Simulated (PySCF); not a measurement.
Work out the structure from these simulated measurements.

Formula: C7H11ClO.

- Rotational structure: rotational constants A, B, C: 1.661, 1.070, 0.852 GHz [PBE0-D3(BJ)/def2-SVP]
- 1H NMR: chemical shifts (computed TMS as zero) by class: 5.84 (1 H), 2.14 (1 H), 2.07 (3 H), 1.18 (6 H) ppm [GIAO B97-2/pcSseg-1]
- UV, first state: lowest singlet excitation: 4.65 eV (267 nm, f = 0.031) [TDDFT B3LYP/def2-SVPD]
- NMR, other nuclei: isotropic shieldings of nuclei other than C and H, by class: -255 (1 O), 410 (1 Cl) ppm [GIAO B97-2/pcSseg-1]
- 13C NMR: chemical shifts (computed TMS as zero) by class: 176.0 (1 C), 150.8 (1 C), 137.7 (1 C), 42.8 (1 C), 23.2 (2 C), 19.0 (1 C) ppm [GIAO B97-2/pcSseg-1]
- Valence photoelectron: vertical ionisation energy: 9.39 eV [ΔSCF B3LYP/def2-SVPD]

Electronic properties: PySCF, gas phase, density fitting. Levels stand in brackets. The structure is a single PBE0-D3(BJ)/def2-SVP conformer in the gas phase; no vibrational or solvent corrections. NMR values are class means; diastereotopic atoms form classes of their own.

**Question.** What is the compound? Reason from the data.

**Answer.** Numbering: `[CH3:1]/[CH:2]=[C:3](\[C:4](=[O:5])[Cl:6])[CH:7]([CH3:8])[CH3:9]`. Its formula, C7H11ClO, gives 2 degrees of unsaturation: 0 rings and 2 π bonds in the structure found. 7 carbons fall into 6 classes; from least to most shielded: acyl halide carbon [C4] (176.0 ppm), fully substituted alkene carbon [C3] (150.8 ppm), alkene CH carbon [C2] (137.7 ppm), allylic carbon [C7] (42.8 ppm), methyl carbon [C8/C9] (23.2 ppm, 2 C, up to 3.1 ppm apart in this geometry), allylic carbon [C1] (19.0 ppm). Hydrogen classes from least to most shielded: 1 H on an alkene CH carbon, C2 (5.84 ppm), 1 H on an allylic carbon, C7 (2.14 ppm), 3 H on an allylic carbon, C1 (2.07 ppm, a mean of values up to 0.8 ppm apart in this geometry), 6 H on 2 methyl carbons, C8/C9 (1.18 ppm, a mean of values up to 0.8 ppm apart in this geometry). The other shieldings belong to: -255 ppm, carbonyl oxygen [O5]; 410 ppm, chlorine bonded to C [Cl6]. The first electron is taken from the HOMO, whose largest Löwdin shares are 0.29 on the fully substituted alkene carbon, 0.29 on the alkene CH carbon, 0.10 on the chlorine bonded to C and 0.06 on an allylic carbon. The optimised geometry has point group C1 and is an asymmetric top. Structure: `C/C=C(\C(=O)Cl)C(C)C`. Computed isomers that give other values at the same levels: `CCC(C(=O)Cl)=C(C)C` (rotational constant A: 1.770 GHz; this holds for the one conformer computed); `C/C(=C/C(C)C)C(=O)Cl` (rotational constant A: 2.514 GHz; this holds for the one conformer computed); `O=C(Cl)C1CCCCC1` (rotational constant A: 2.379 GHz; this holds for the one conformer computed). The assignments are read from this structure; whether some other isomer fits the data as well wasn't checked.

The values belong to the conformer `[CH3:1]/[CH:2]=[C:3](\[C:4](=[O:5])[Cl:6])[CH:7]([CH3:8])[CH3:9]`: C2–C3–C4–O5 -124°, C2–C3–C7–C8 -127°.
